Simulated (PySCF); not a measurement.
**Li⁺ (lithium, charge +1) across methods**

1s2, closed-shell 1S. Computed with PySCF 2.14 in aug-cc-pCVQZ-DK (9s8p6d4f2g, 109 functions), with scalar relativity by spin-free X2C-1e.

```
 method  E (hartree)  mean ε 1s (eV)  Σ⟨r²⟩ (bohr²)   ⟨S²⟩
    UHF     -7.23705         -75.988         0.8904  0.000
 PBEsol      -7.1971         -59.841         0.9256  0.000
  B97-3      -7.2905         -64.970         0.9034  0.000
    LDA      -7.1434         -59.602         0.9363  0.000
wB97X-V      -7.2793         -66.902         0.9095  0.000
 r2SCAN      -7.2823         -61.921         0.9038  0.000
    PBE      -7.2574         -60.411         0.9194  0.000
```

**Question.** Estimate the same row for PBE0.

**Answer.** E (hartree) = -7.2631; mean ε 1s (eV) = -64.486; Σ⟨r²⟩ (bohr²) = 0.9102; ⟨S²⟩ = 0.000.
